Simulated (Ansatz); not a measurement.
Species: ZrF2, charge 0, multiplicity 3. The spin state was set by rule; other spins were not relaxed. 
Structure (B3LYP-D3(BJ)/def2-TZVP (Ansatz, a first-principles code) minimum search):
SMILES: [F][Zr][F]
```xyz
3

Zr     0.2137    -0.0001    -0.0501
F     -0.7420     1.3521    -1.0313
F     -0.2075    -1.3518     1.2538
```
Charge 0, spin multiplicity 3.

Dipole moments at this geometry, in debye (magnitudes).

```
level                 program  dipole (D)
--------------------  -------  ----------
SVWN5/def2-TZVPD       Ansatz        1.50
PBE/def2-TZVPD         Ansatz        1.49
r2SCAN/def2-TZVPD      Ansatz        1.59
BHLYP/def2-TZVPD       Ansatz        1.75
r2SCANh/def2-TZVPD     Ansatz        1.65
HSE06/def2-TZVPD       Ansatz        1.65
CAM-B3LYP/def2-TZVPD   Ansatz        1.63
LC-wPBE/def2-TZVPD     Ansatz        1.50
CCSD(T)/def2-SVPD      Ansatz        1.29
```
